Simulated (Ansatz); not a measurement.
Mulliken charges of FH4InO2Si, SMILES `[OH][In]([F])[O][SiH3]` from r2SCAN/def2-TZVPP in Ansatz (PBE0-D4/def2-TZVP geometry).

| atom | x (Å) | y (Å) | z (Å) | charge (e) |
| --- | --- | --- | --- | --- |
| O1 | -2.485 | 1.874 | 0.672 | -0.491 |
| In2 | -0.722 | 1.048 | 0.499 | 1.121 |
| F3 | 0.793 | 1.953 | 1.318 | -0.472 |
| O4 | -0.343 | -0.619 | -0.431 | -0.562 |
| Si5 | 0.991 | -1.520 | -0.733 | 0.453 |
| H6 | -2.435 | 2.694 | 1.173 | 0.207 |
| H7 | 2.000 | -0.745 | -1.506 | -0.087 |
| H8 | 0.573 | -2.704 | -1.526 | -0.083 |
| H9 | 1.627 | -1.981 | 0.533 | -0.087 |

Q: By hand: the dipole of these point charges (1 e Å = 4.8032 D).

A: Σ q r = (-0.189, 0.011, -0.028) e Å, of length 0.191 e Å = 0.92 D.

Q: How does the dipole of the full density compare? (Best estimate.)

A: Ansatz gave: (-0.215, 0.121, 0.032) e Å, 1.19 D; the point charges give 0.77 times that, at 30° from its direction.

Point charges leave out the atoms' own dipoles, such as those of lone pairs, and Mulliken's split depends on the basis, so the two needn't agree.
